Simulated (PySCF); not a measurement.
C4H9Si2 (doublet state).
Cartesian coordinates in Å at the GFN2-xTB level; atoms count from 1:
```
atom  x, y, z in Å
C1     2.957   -0.524   -0.478
C2     1.702   -0.304   -0.272
C3     0.400   -0.060   -0.096
Si4   -0.508    0.700   -1.585
C5    -0.243   -0.366    1.108
Si6   -2.029   -0.066    1.516
H7     3.719    0.209   -0.251
H8     3.321   -1.456   -0.888
H9    -1.233    1.895   -1.154
H10   -1.433   -0.292   -2.137
H11    0.502    1.048   -2.588
H12    0.384   -0.805    1.877
H13   -2.322   -0.766    2.770
H14   -2.910   -0.572    0.455
H15   -2.312    1.366    1.700
```

Identity: `C=[C]/C([SiH3])=C/[SiH3]` [radical].

Computed, not measured: UKS B3LYP, pcH-1 on C H Si, non-relativistic, mean-field spin-orbit, GIAO in PySCF. Isolated species at its GFN2-xTB geometry, gas phase. Couplings are sensitive to structure, and on GFN2-xTB geometries they can be far from those on DFT ones. The SCF solution wasn't tested for stability.

Problem. Give the principal g shifts and their parts.

Solution. 
| Δg (ppm) | 1 | 2 | 3 |
| --- | --- | --- | --- |
| relativistic mass correction | -134 | -134 | -134 |
| gauge correction | 1 | 33 | 34 |
| orbital Zeeman/spin–orbit | -31 | 106 | 560 |
| total | -164 | 5 | 460 |

So g = 2.00216, 2.00232, 2.00278 and g_iso = 2.00242; the tensor is rhombic: the two nearest values differ by 27 % of g3 − g1. Axes: g2 points within 6° of the C5–Si6 bond.

Problem. What effective moment and Curie constant follow for a powder?

Solution. With the mean of g² = 4.0097 and S(S+1) = 0.75: μ_eff = √(⟨g²⟩S(S+1)) = 1.734 μB and χT = 0.12505·⟨g²⟩·S(S+1) = 0.376 cm³ K/mol (cgs; spin-Hamiltonian part alone).

Problem. What are the electron Larmor frequencies g μB B/h along the three axes at 340 mT?

Solution. 9.5277, 9.5285, 9.5307 GHz for g1, g2 and g3, a range of 3.0 MHz.

Problem. How much does each term add to the isotropic shift?

Solution. The orbital-Zeeman/spin–orbit term 212, the mass correction -134 and the gauge correction 22 ppm, for a total of 100 ppm. The orbital-Zeeman/spin–orbit term is the largest in size. The mass correction is the same along every axis, so the anisotropy comes from the other two: their spans along these axes are 33 (gauge) and 592 ppm (orbital Zeeman/spin–orbit).

Problem. In a frozen sample, at which fields do the three g values resonate at 9.5, 34, 94 and 263 GHz (hyperfine left aside), and which band first spreads them over more than twice a line width of 1.0 mT?

Solution. 
```tsv
band	GHz	B(g3) mT	B(g2) mT	B(g1) mT	spread mT
X	9.5	338.91	338.98	339.01	0.11
Q	34.0	1212.93	1213.20	1213.30	0.38
W	94.0	3353.38	3354.15	3354.43	1.05
J	263.0	9382.34	9384.47	9385.26	2.93
```

The spread grows in proportion to the frequency. J band is the first where it exceeds 2.0 mT.

Largest spin populations (Mulliken): C5 (+0.73), C2 (+0.51), C3 (-0.23) and C1 (-0.09). The angles at C5 add up to 360.0°, so it is planar; its axial dipolar tensor and the negative coupling of its proton fit spin in a p orbital normal to that plane.

The HOMO–LUMO gaps are 5.23 eV among the α and 4.82 eV among the β orbitals.

The SMILES draws the unpaired electron on C2; the largest computed Mulliken spin population is on C5 (0.73 against 0.51).
